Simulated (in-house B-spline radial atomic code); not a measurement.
## Kr XVII (Kr16+): [Ar] 3d2

Method: non-relativistic HSE06, spin-polarised, spherical fractional occupations, point nucleus. Calculated with a radial B-spline atomic code at the basis-set limit.

Screening seen three ways: the hydrogenic charge with the same mean radius, Z_r = [3n² - l(l+1)]/(2<r>), the one with the same energy, Z_e = n√(-2ε), and Slater's rules. Values are occupation-weighted means over spin.

```csv
shell,electrons,ε (eV),<r> (bohr),Z_r,Z_e,Slater
1s,2,-14518,0.04246,35.33,32.67,35.70
2s,2,-2384.2,0.1866,32.15,26.48,31.85
2p,6,-2209.8,0.161,31.06,25.49,31.85
3s,2,-733.34,0.4916,27.46,22.02,24.75
3p,6,-670.39,0.4822,25.93,21.06,24.75
3d,2,-565.47,0.4427,23.72,19.34,17.65
```

The least bound orbital is 3d up at -565.5 eV, while the most diffuse is 3s down (<r> = 0.4923 bohr against 0.4427 bohr): energy order and size order differ.

The density falls to 0.001 bohr⁻³ at 1.36 bohr; Σ<r²> = 2.8929 bohr² gives, by the non-relativistic formula and without the paramagnetism of open shells, a Langevin diamagnetic susceptibility of -2.291×10⁻⁶ cm³/mol.

Caution: exact exchange at fractional occupations of open shells leaves self-interaction of up to several eV.
